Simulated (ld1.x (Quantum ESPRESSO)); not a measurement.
**What one change does to a pseudopotential (gallium (Ga), TM)**

ld1.x (Quantum ESPRESSO) 7.5 input, shortened:

```
&input
   title='Ga', zed=31., rel=1, dft='PBE', iswitch=3,
   config='[Ar] 3d10 4s1 4p2'
 /
 &inputp
   pseudotype=2, tm=.true., lloc=1,
   nlcc=.true., new_core_ps=.true., rcore=0.80
 /
2
4S  1  0   1.00   0.00  1.70  1.70  0.0
4P  2  1   2.00   0.00  2.25  2.25  0.0
 &test
   configts(1)='4s1 4p2'
 /
```

Change: all radii but the core radius scaled by about 1.22 (s 2.06, p 2.74 bohr).

Cutoffs: the cutoffs (Ry, on a coarse ladder) from which the occupation-weighted sum of valence levels, in a spherical-Bessel basis at the reference potential, stays within 10 and 1 mRy of its value at 400 Ry; they do not see the model core or the augmentation charge, which bear on the density cutoff. Errors are all-electron minus pseudo energies relative to the spin-unpolarised reference configuration.

Q: Predict the effect on cutoff, ghosts and configuration errors.

A: The potential gets softer (12 Ry and 35 Ry → 12 Ry and 30 Ry); the bound ghost in s disappears; of the 7 tests that both files solve, the error grows in 0 and shrinks in 4 by more than 15 % and 0.3 meV (median size 17.7 → 15.0 meV). A larger radius leaves more room for a smooth pseudo-wave, so fewer plane waves are needed. That the errors move this way runs against the usual rule that smaller radii transfer better.

| quantity | base | changed |
| --- | --- | --- |
| cutoff, loose | 12 Ry | 12 Ry |
| cutoff, tight | 35 Ry | 30 Ry |
| loose cutoff by channel (10 mRy a level) | s 12 Ry, p 6 Ry | s 10 Ry, p 6 Ry |
| bound ghosts | s | none |
| error for 4s2 4p1, meV [ΔE -6.54 eV] | -19 | -16 |
| error for 4s2 4p0, meV [ΔE -0.85 eV] | -7.2 | -4.9 |
| error for 4s1 4p0, meV [ΔE 20.28 eV] | -97 | -103 |
| error for 4s1 4p1, meV [ΔE 6.52 eV] | -11 | -10 |
| error for 4s2 4p0.5, meV [ΔE -4.51 eV] | -12 | -9.9 |
| error for 4s0 4p3, meV [ΔE 6.83 eV] | -18 | -15 |
| error for 4s2 4p1.3, meV [ΔE -7.07 eV] | -21 | -18 |

 A true bound ghost makes a file unfit for plane-wave use even where its test errors are small: the radial tests pick states by their node count and pass the ghost by.
